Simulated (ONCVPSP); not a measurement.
## Reading a pseudo-wave (Ti)

Columns: radius, all-electron u(r) and pseudo u(r) of the 3d shell (level -4.28 eV) of titanium in the configuration [Ne] 3s2 3p6 3d2 4s2; PBEsol, scalar-relativistic, ONCV scheme, ONCVPSP 4.0.1.

| r (bohr) | all-electron | pseudo |
| --- | --- | --- |
| 0.098 | 0.0299 | 0.0044 |
| 0.195 | 0.1341 | 0.0325 |
| 0.292 | 0.2738 | 0.0999 |
| 0.390 | 0.4139 | 0.2104 |
| 0.488 | 0.5338 | 0.3524 |
| 0.585 | 0.6267 | 0.5035 |
| 0.682 | 0.6937 | 0.6424 |
| 0.780 | 0.7372 | 0.7514 |
| 0.878 | 0.7604 | 0.8192 |
| 0.975 | 0.7676 | 0.8456 |
| 1.072 | 0.7631 | 0.8391 |
| 1.170 | 0.7497 | 0.8107 |
| 1.268 | 0.7302 | 0.7718 |
| 1.365 | 0.7067 | 0.7310 |
| 1.463 | 0.6804 | 0.6922 |
| 1.560 | 0.6528 | 0.6575 |
| 1.658 | 0.6243 | 0.6256 |
| 1.755 | 0.5960 | 0.5962 |
| 1.852 | 0.5681 | 0.5681 |
| 1.950 | 0.5407 | 0.5407 |
| 2.047 | 0.5145 | 0.5145 |
| 2.145 | 0.4891 | 0.4891 |
| 2.242 | 0.4651 | 0.4650 |
| 2.340 | 0.4419 | 0.4419 |
| 2.438 | 0.4199 | 0.4198 |
| 2.535 | 0.3991 | 0.3991 |

**Question.** How many radial nodes do the two functions have?

**Answer.** The all-electron 3d function has n − l − 1 = 0; the pseudo-wave has 0.

**Question.** At about which radius was the pseudo-wave matched?

**Answer.** 1.95 bohr. The columns agree to 0.0005 from 1.75 bohr on; several derivatives are matched, so the curves merge somewhat inside the radius.

**Question.** Is the pseudo-wave norm-conserving?

**Answer.** Yes: the ONCV scheme keeps the norm inside the radius equal to the all-electron one, which fixes the energy derivative of the logarithmic derivative at the level.
